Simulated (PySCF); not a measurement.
Problem. Give a PBE0-D3(BJ)/def2-SVP geometry of `[CH3][Cd][CH3]` (CdMe2). (Singlet state.)

Solution. 
```xyz
9
C2H6Cd angstrom
Cd     0.0054    0.0042    0.0000
C     -0.0040   -0.0133    2.1148
H     -0.4407    0.9147    2.5159
H      1.0174   -0.1079    2.5154
H     -0.5970   -0.8589    2.4973
C      0.0055    0.0145   -2.1148
H     -1.0235    0.0166   -2.5073
H      0.5174   -0.8753   -2.5135
H      0.5194    0.9056   -2.5079
```

Orientation and origin are arbitrary. Atoms count from 1 in this order. Cd1 (cadmium bonded to 2 C) is linear (angle 179.7°).

Bonds between heavy atoms (Å): Cd1–C2 2.115, Cd1–C6 2.115.

Level of theory: PBE0-D3(BJ)/def2-SVP geometry optimisation, gas phase, def2 core potentials past Kr (PySCF 2.14.0).

Point group: near D3d, missed by 0.10 Å at most; the miss may be what the optimiser left on a soft mode (D3 holds within 0.08 Å). Stationary, but not proved a minimum.

The run took 15 s wall on one thread of an Arm Neoverse V1, shared host with 64 logical CPUs at a one-minute load of 4.8, and the process peaked at 0.35 GiB of memory. That covers the optimisation of the geometry.
